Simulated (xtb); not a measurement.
H8N3Si3 (SMILES N1[SiH]N[SiH2]N[SiH2]1), doublet, from a rough starting geometry; GFN2-xTB (xtb).

Here is a job for xtb.
```
$ xtb mol.xyz --gfn 2 --uhf 1 --opt vtight --json

# file mol.xyz
14

N      0.67109306    -1.52758850     0.21827906
Si     1.87539593    -0.44781972    -0.47917062
N      1.12604383     1.10387604    -0.64836556
Si    -0.40517702     1.70366627     0.02273523
N     -1.37698817     0.33981579     0.03799680
Si    -1.04294000    -1.39812738     0.16852581
H      1.08595916    -2.42420669     0.48765223
H      2.97340591    -0.34332458     0.49435920
H      1.73188715     1.78783549    -1.12436541
H     -0.91776104     2.67852510    -0.86127764
H     -0.18528594     2.13435853     1.36890577
H     -2.40461570     0.47399142     0.12277635
H     -1.59422544    -2.05339762    -1.02827658
H     -1.47093891    -2.04698225     1.35764376
```

What the program printed (banner, timings and long lists left out):

```
   ID    Z sym.   atoms
    1    7 N      1, 3, 5
    2   14 Si     2, 4, 6
    3    1 H      7-14

           -------------------------------------------------
          |                Calculation Setup                |
           -------------------------------------------------

           -------------------------------------------------
          |                 G F N 2 - x T B                 |
           -------------------------------------------------

          ...................................................
          :                      SETUP                      :
          :.................................................:
          :  # basis functions                  50          :
          :  # atomic orbitals                  47          :
          :  # shells                           23          :
          :  # electrons                        35          :
          :  max. iterations                   250          :
          :  Hamiltonian                  GFN2-xTB          :
          :  restarted?                      false          :
          :  GBSA solvation                  false          :
          :  PC potential                    false          :
          :  electronic temp.          300.0000000     K    :
          :  accuracy                    1.0000000          :
          :  -> integral cutoff          0.2500000E+02      :
          :  -> integral neglect         0.1000000E-07      :
          :  -> SCF convergence          0.1000000E-05 Eh   :
          :  -> wf. convergence          0.1000000E-03 e    :
          :  Broyden damping             0.4000000          :
          :  net charge                          0          :
          :  unpaired electrons                  1          :
          ...................................................

 iter      E             dE          RMSdq      gap      omega  full diag
   1    -18.2276339 -0.182276E+02  0.672E+00    2.67       0.0  T
   2    -18.2888607 -0.612268E-01  0.478E+00    1.85       1.0  T
   3    -18.2895826 -0.721883E-03  0.280E+00    2.74       1.0  T
   4    -18.2975854 -0.800282E-02  0.124E+00    2.35       1.0  T
   5    -18.2989134 -0.132801E-02  0.454E-01    2.59       1.0  T
   6    -18.2994731 -0.559678E-03  0.209E-01    2.52       1.0  T
   7    -18.2995981 -0.124974E-03  0.107E-01    2.53       1.0  T
   8    -18.2996136 -0.154923E-04  0.391E-02    2.54       1.0  T
[...]
 * total energy  :   -18.1189955 Eh     change       -0.3410283E-05 Eh
 * total energy  :   -18.1189979 Eh     change       -0.2327371E-05 Eh
 * total energy  :   -18.1189991 Eh     change       -0.1286172E-05 Eh
 * total energy  :   -18.1189999 Eh     change       -0.8071777E-06 Eh
 * total energy  :   -18.1190004 Eh     change       -0.4963624E-06 Eh
 * total energy  :   -18.1190008 Eh     change       -0.3240811E-06 Eh
 * total energy  :   -18.1190010 Eh     change       -0.2153262E-06 Eh
 * total energy  :   -18.1190012 Eh     change       -0.1655948E-06 Eh
 * total energy  :   -18.1190013 Eh     change       -0.1658842E-06 Eh
 * total energy  :   -18.1190015 Eh     change       -0.1712150E-06 Eh
 * total energy  :   -18.1190016 Eh     change       -0.1393260E-06 Eh
 * total energy  :   -18.1190017 Eh     change       -0.9145294E-07 Eh
   *** GEOMETRY OPTIMIZATION CONVERGED AFTER 36 ITERATIONS ***
         :: total energy             -18.119001719148 Eh    ::
[...]
    14   1 H        0.915    -0.113     6.053     3.848

 Mol. C6AA /au·bohr⁶  :       4226.328232
 Mol. C8AA /au·bohr⁸  :     167536.506298
 Mol. α(0) /au        :        116.886709

Wiberg/Mayer (AO) data.
largest (>0.10) Wiberg bond orders for each atom

 ---------------------------------------------------------------------------
     #   Z sym  total        # sym  WBO       # sym  WBO       # sym  WBO
 ---------------------------------------------------------------------------
     1   7 N    3.284 --     6 Si   1.067     2 Si   1.045     7 H    0.981
     2  14 Si   3.024 --     3 N    1.045     1 N    1.045     8 H    0.868
     3   7 N    3.284 --     4 Si   1.066     2 Si   1.045     9 H    0.981
     4  14 Si   3.894 --     3 N    1.066     5 N    1.047    10 H    0.868
                            11 H    0.867
     5   7 N    3.265 --     6 Si   1.047     4 Si   1.047    12 H    0.983
     6  14 Si   3.895 --     1 N    1.067     5 N    1.047    13 H    0.868
                            14 H    0.867
     7   1 H    0.984 --     1 N    0.981
     8   1 H    0.989 --     2 Si   0.868
     9   1 H    0.983 --     3 N    0.981
    10   1 H    0.986 --     4 Si   0.868
    11   1 H    0.987 --     4 Si   0.867
    12   1 H    0.984 --     5 N    0.983
    13   1 H    0.986 --     6 Si   0.868
    14   1 H    0.987 --     6 Si   0.867
 ---------------------------------------------------------------------------

Topologies differ in total number of bonds
Writing topology from bond orders to xtbtopo.mol

molecular dipole:
                 x           y           z       tot (Debye)
 q only:        0.412      -0.104      -0.236
   full:        0.016       0.009       0.159       0.407
molecular quadrupole (traceless):
                xx          xy          yy          xz          yz          zz
 q only:        2.546      -0.855      -0.301      -2.835       0.398      -2.245
  q+dip:        0.984      -0.082       0.201       0.488      -0.288      -1.185
   full:        2.802      -0.054       2.708      -0.402      -0.838      -5.510

optimized geometry written to: xtbopt.xyz

           -------------------------------------------------
          | TOTAL ENERGY              -18.119001719148 Eh   |
          | GRADIENT NORM               0.000036534589 Eh/α |
          | HOMO-LUMO GAP               2.679063281757 eV   |
           -------------------------------------------------

normal termination of xtb
```
